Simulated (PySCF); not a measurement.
How methods differ on the excitation energy of Te

Te [Kr] 4d10 5s2 5p4 (3P) → Te [Kr] 4d10 5s2 5p3 5d1 (5D), as a difference of total energies. Calculation: PySCF 2.14, in aug-cc-pVTZ-PP with ECP28MDF (6s5p4d2f, 55 functions); a scalar-relativistic core potential. Correlated levels: valence: 4s2 4p6 4d10 frozen. The calculations carry no spin-orbit coupling.

```
           method  excitation energy (eV)  error (eV)
              UHF                   6.316      -0.339
              LDA                   6.939      +0.284
              PBE                   6.667      +0.012
             PBE0                   6.756      +0.101
           r2SCAN                   6.858      +0.203
          r2SCAN0                   6.894      +0.239
            B97-3                   6.889      +0.234
           PBEsol                   6.702      +0.047
            wB97X                   7.499      +0.844
    MP2 (valence)                   6.736      +0.081
SCS-MP2 (valence)                   6.890      +0.235
```

Reference: 6.655 eV (measured; NIST levels, between the centres of gravity of the two terms).

Errors of the correlated levels include the incompleteness of this basis and the frozen core.

The promoted electron is Rydberg-like, and one or two diffuse shells describe it only roughly, which tends to raise the upper state.

In the upper state the promoted electron has a positive orbital energy at LDA, PBE, r2SCAN, PBEsol, so the basis confines it.
